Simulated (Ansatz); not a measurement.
CH4O2Si (`CO[Si]O`). Charge 0, multiplicity 1.

Cartesian coordinates in Å:
```
C -0.433 -0.348 1.186
O 0.247 0.053 0.016
Si -0.475 0.202 -1.469
O 0.823 0.684 -2.356
H 0.029 -1.255 1.582
H -1.494 -0.551 0.996
H -0.358 0.440 1.938
H 1.663 0.777 -1.893
```

(1) Give the diagnostics of a CCSD(T)/def2-TZVPP run (frozen core, Ansatz 0.2.0). (An estimate is asked.)

Answers

(1) The calculation gave: T1 = 0.0142, largest single amplitude 0.033, largest double 0.090, (T) share of the correlation energy 3.7 %, 10 CCSD cycles. The RHF solution is stable towards an unrestricted one. T1 lies under the customary mark of 0.02 for closed shells.
